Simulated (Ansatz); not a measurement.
Consider the germylene formation by 1,1-elimination: `[OH][GeH]([OH])[O][SiH3]` → `[OH][Ge][O][SiH3]` + H₂O.

Program: Ansatz. Geometries: PBE0-D4/def2-TZVP. ΔE: electronic, gas phase. CCSD(T)/CBS is the MP2 limit (def2-TZVPP, def2-QZVPP) plus CCSD(T) − MP2 in def2-TZVPP, frozen cores. This one scheme is used for every species. For Ge outer-core shells are correlated without core-valence functions, which leaves a few kJ/mol of doubt a bond. Scalar relativity is left out up to krypton. Each species was taken in one conformer, which may not be the lowest.

```tsv
level	ΔE (kJ/mol)
MP2/def2-TZVPP	100.3
CCSD/def2-TZVPP	95.3
```

Question: What does CCSD(T)/CBS give? (Best estimate.)

Answer: The calculation gave: +78.6 kJ/mol. The listed levels differ from it by 21.7, 16.7 kJ/mol.

Largest T1 diagnostic among the species: 0.015.

The D4 term adds +9.3 kJ/mol with B3LYP and +5.2 kJ/mol with PBE0; it sums over pairs of atoms, weighted by their polarisabilities, and B3LYP, whose exchange is more repulsive, gets the larger term. From PBE to PBE0 (25 % exact exchange), in def2-TZVPP and without D4, ΔE moves by +22.5 kJ/mol.

B3LYP here is the variant with VWN-RPA as its local correlation; programs differ in this.
